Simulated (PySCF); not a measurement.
BrHOSn, SMILES [OH][Sn][Br] (connectivity only; charge and spin as stated), neutral, multiplicity 1.

The structure is a stationary point at B3LYP-D3(BJ)/def2-TZVP. The def2 effective core potentials stand for the cores of Sn; spin–orbit coupling is left out. Other conformers were not sampled.

All values below come from M06-2X/def2-TZVPD (PySCF).

Symmetry labels are those of the subgroup Cs that the program uses (full group Cs).

Problem. List the valence orbital energies around the gap with their symmetry. (The exact figures need the calculation; the answer reports its results.)

Solution. 
| orbital | symmetry | energy (eV) |
|---|---|---|
| HOMO−7 | A' | -22.58 |
| HOMO−6 | A' | -15.82 |
| HOMO−5 | A' | -13.31 |
| HOMO−4 | A" | -10.97 |
| HOMO−3 | A' | -10.88 |
| HOMO−2 | A" | -9.51 |
| HOMO−1 | A' | -9.48 |
| HOMO | A' | -8.86 |
| LUMO | A" | -1.94 |
| LUMO+1 | A' | -0.29 |
| LUMO+2 | A' | 0.00 |
| LUMO+3 | A' | 0.32 |
